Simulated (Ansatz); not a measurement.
Energy difference R1 + R2 → P1 + P2, each structure at its B3LYP-D3(BJ)/def2-TZVP stationary point, reached from a drawn start (curvature not checked).
R1: H atom, charge 0, multiplicity 2.
P1, O2 (SMILES O=O) (charge 0, multiplicity 3):
```xyz
2

O      0.000     0.000     0.602
O      0.000     0.000    -0.602
```
R2, O3 (SMILES O=[O+][O-]) (charge 0, multiplicity 1):
```xyz
3

O      0.00000     1.07614    -0.21426
O      0.00000     0.00000     0.42862
O      0.00000    -1.07614    -0.21426
```
P2: OH (SMILES [OH]), charge 0, multiplicity 2.

P less R. No zero-point or thermal terms; singlets are restricted closed shells; open shells are unrestricted; no spin–orbit coupling.

Correlated levels freeze the cores. CBS: X⁻³ extrapolation of the correlation energy, Hartree–Fock from the larger set.

The values were computed with Ansatz (Gaussian orbitals). Each number belongs to the level named beside it.

```csv
level,reaction energy (kcal/mol)
SVWN5/def2-TZVPPD,-56.92
r2SCAN/def2-TZVPPD,-86.42
CAM-B3LYP/def2-TZVPPD,-95.49
CCSD/aug-cc-pVDZ,-99.26
CCSD/aug-cc-pVQZ,-97.88
CCSD(T)/aug-cc-pVDZ,-86.52
CCSD(T)/aug-cc-pVTZ,?
CCSD(T)/aug-cc-pVQZ,?
"CCSD(T)/CBS(aug-cc-pVTZ, aug-cc-pVQZ)",?
```

Question: Complete the blanks.

Answer: 
- CCSD(T)/aug-cc-pVTZ, reaction energy (kcal/mol): -84.08
- CCSD(T)/aug-cc-pVQZ, reaction energy (kcal/mol): -83.35
- CCSD(T)/CBS(aug-cc-pVTZ, aug-cc-pVQZ), reaction energy (kcal/mol): -82.84

Ansatz is a quantum-chemistry and plane-wave program.
